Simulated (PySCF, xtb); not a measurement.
C₃H₇FSi₂, SMILES C[SiH2]C#C[SiH2]F.

GFN2-xTB (xtb) at its own geometry gives an orbital gap of 4.55 eV and a dipole moment of 1.82 D.

The structure is a stationary point at B3LYP-D3(BJ)/def2-SVP. This is a generated structure with no PubChem entry under its InChIKey; it may be hypothetical.

### Question
What does r2SCAN/def2-TZVP (PySCF) give? (Estimate from the structure and the level; the computed values follow.)

### Answer
gap 5.41 eV (levels -7.31 and -1.90 eV), dipole 1.56 D.
